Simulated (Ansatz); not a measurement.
Reaction (redistribution): `N[SiH2]N[SiH](N)Cl` + `N[SiH2][O][GeH2][NH2]` → `N[SiH2]O[SiH](N)Cl` + `N[SiH2][NH][GeH2][NH2]`

Program: Ansatz. Geometries: PBE0-D4/def2-TZVP. ΔE: electronic, gas phase. CCSD(T)/CBS is the MP2 limit (def2-TZVPP, def2-QZVPP) plus CCSD(T) − MP2 in def2-TZVPP, frozen cores. DFT in def2-TZVPP. B3LYP here is the variant with VWN-RPA as its local correlation; programs differ in this. For Ge outer-core shells are correlated without core-valence functions, which leaves a few kJ/mol of doubt a bond. Scalar relativity is left out up to krypton. One conformer a species, not always the lowest.

```csv
level,ΔE (kJ/mol),difference from CCSD(T)/CBS
PBE-D4,-8.6,7.1
r2SCAN-D4,-11.5,4.2
PBE0-D4,-11.0,4.7
B3LYP-D4,-11.9,3.8
ωB97X-V,-12.1,3.6
ωB97M-V,-12.0,3.7
B2PLYP,-14.5,1.2
PBE,-10.9,4.8
r2SCAN,-12.1,3.6
PBE0,-12.9,2.8
B3LYP,-15.5,0.2
HF/def2-TZVPP,-20.8,-5.1
MP2/def2-TZVPP,-13.5,2.2
SCS-MP2/def2-TZVPP,-14.4,1.3
CCSD/def2-TZVPP,-15.4,0.3
CCSD(T)/def2-TZVPP,-13.7,2.0
HF/def2-QZVPP,-21.8,-6.1
MP2/def2-QZVPP,-15.0,0.7
SCS-MP2/def2-QZVPP,-15.7,0.0
HF/CBS(def2),-21.9,-6.2
MP2/CBS(def2),-15.5,0.2
CCSD/CBS(def2),-17.4,-1.7
CCSD(T)/CBS,-15.7,0
```

Largest T1 diagnostic among the species: 0.011.

In def2-TZVPP, CCSD(T) changes the Hartree–Fock value by +7.2 kJ/mol (the triples alone add +1.7 kJ/mol) and MP2 by +7.3 kJ/mol. The D4 term adds +3.6 kJ/mol with B3LYP and +1.9 kJ/mol with PBE0; it sums over pairs of atoms, weighted by their polarisabilities, and B3LYP, whose exchange is more repulsive, gets the larger term.
